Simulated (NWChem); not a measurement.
System meant: boric acid (H3BO3); SMILES OB(O)O

Here is an NWChem input.

```
start job
memory heap 200 mb stack 900 mb global 1100 mb
geometry units angstroms noautoz
  O     -0.960121     0.999409     0.000000
  B     -0.037938     0.001812     0.000000
  O      1.293053     0.344052     0.000000
  O     -0.514656    -1.277638     0.000000
  H     -0.534738     1.861480     0.000000
  H      1.907973    -0.392472     0.000000
  H      0.158477    -1.960235     0.000000
end
basis spherical
  * library def2-svp
end
dft
  odft
  mult 2
  xc xpbe96 cpbe96
  iterations 150
  mulliken
end
task dft energy
```

End of the output:

```
 Summary of "ao basis" -> "" (spherical)
 ------------------------------------------------------------------------------
       Tag                 Description            Shells   Functions and Types
 ---------------- ------------------------------  ------  ---------------------
 *                          def2-svp                  on all atoms

  pbe96 is a nonlocal functional; adding pw91lda local functional.

                                 NWChem DFT Module
                                 -----------------

 Summary of "ao basis" -> "ao basis" (spherical)
 ------------------------------------------------------------------------------
       Tag                 Description            Shells   Functions and Types
 ---------------- ------------------------------  ------  ---------------------
 O                          def2-svp                 6       14   3s2p1d
 B                          def2-svp                 6       14   3s2p1d
 H                          def2-svp                 3        5   2s1p

 Summary of "ao basis" -> "ao basis" (spherical)
 ------------------------------------------------------------------------------
       Tag                 Description            Shells   Functions and Types
 ---------------- ------------------------------  ------  ---------------------
 O                          def2-svp                 6       14   3s2p1d
 B                          def2-svp                 6       14   3s2p1d
 H                          def2-svp                 3        5   2s1p

      Symmetry analysis of basis
      --------------------------

        a'         52
        a"         19

  number of electrons :                   32
  multiplicity        :                    2
 ------------------------------------------------------------------------
  no. of electrons and multiplicity not compatible                  32
 ------------------------------------------------------------------------
 ------------------------------------------------------------------------
  current input line :
    22: task dft energy
 ------------------------------------------------------------------------
 ------------------------------------------------------------------------
 There is an error in the input file
 ------------------------------------------------------------------------
 For more information see the NWChem manual at https://nwchemgit.github.io

0: no. of electrons and multiplicity not compatible:Received an Error in Communication
```

Can this run be used? If not, why, and what is the fix?

The program refused the input. Cause: the multiplicity doesn't fit the number of electrons (an even count wants an odd multiplicity, and the reverse). This input runs:
```
start job
memory heap 200 mb stack 900 mb global 1100 mb
geometry units angstroms noautoz
  O     -0.960121     0.999409     0.000000
  B     -0.037938     0.001812     0.000000
  O      1.293053     0.344052     0.000000
  O     -0.514656    -1.277638     0.000000
  H     -0.534738     1.861480     0.000000
  H      1.907973    -0.392472     0.000000
  H      0.158477    -1.960235     0.000000
end
basis spherical
  O library def2-svp
  B library def2-svp
  H library def2-svp
end
dft
  xc xpbe96 cpbe96
  iterations 150
  mulliken
end
task dft energy
```
It converges to -252.01319 Ha (PBE/def2-SVP).
